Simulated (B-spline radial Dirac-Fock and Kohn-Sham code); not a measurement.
Cl 2s: cross section and angular parameters

System: the Cl atom in the configuration 1s2 2s2 2p6 3s2 3p5; threshold 270.0 eV (tabulated edge). These are calculated numbers from an atomic code on a B-spline grid; the model is Dirac-Hartree-Slater photoionisation with a Latter tail; cross sections with all multipoles, angular parameters from the dipole term and its interference with E2.

```csv
hν (eV),σ (kb),β,γ
294,335,2.000,0.509
400,239,2.000,0.120
600,130,2.000,-0.044
627,121,2.000,-0.046
800,79.0,2.000,-0.021
1253.6,33.1,2.000,0.140
2100,10.9,2.000,0.441
2160,10.2,2.000,0.460
2190,9.90,2.000,0.469
2420,7.87,2.000,0.540
2480,7.44,2.000,0.558
2730,?,?,?
3400,3.52,2.000,0.811
3570,3.12,2.000,0.853
4000,2.36,2.000,0.956
5414.7,1.09,2.000,1.252
5920,0.865,2.000,1.347
6600,0.649,2.000,1.468
8560,0.322,2.000,1.778
11900,0.129,1.999,2.219
13600,0.0885,1.999,2.417
15000,0.0668,1.999,2.569
```

Question: Give the values at 2730 eV.

Answer: σ = 5.95 kb, β = 2.000, γ = 0.631. For an s subshell δ is negligible.
